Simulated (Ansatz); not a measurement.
`C[SiH](O)C(N)=O`. Total charge 0; spin multiplicity 1.

Cartesian coordinates in Å:
```
C -1.611 -0.444 -0.814
Si -0.604 0.486 0.442
O -1.005 0.107 1.982
C 1.252 -0.035 0.400
N 2.034 0.163 -0.681
O 1.674 -0.577 1.414
H -2.674 -0.224 -0.686
H -1.470 -1.522 -0.705
H -1.332 -0.159 -1.833
H -0.724 1.950 0.192
H -0.239 -0.283 2.428
H 3.003 -0.115 -0.649
H 1.698 0.653 -1.491
```

(1) Give the diagnostics of a CCSD(T)/def2-TZVPP run (frozen core, Ansatz 0.2.0). (An estimate is asked.)

Results:

(1) Ansatz gave: T1 = 0.0146, largest single amplitude 0.021, largest double 0.019, (T) share of the correlation energy 3.9 %, 10 CCSD cycles. The RHF solution is stable towards an unrestricted one. T1 lies under the customary mark of 0.02 for closed shells.
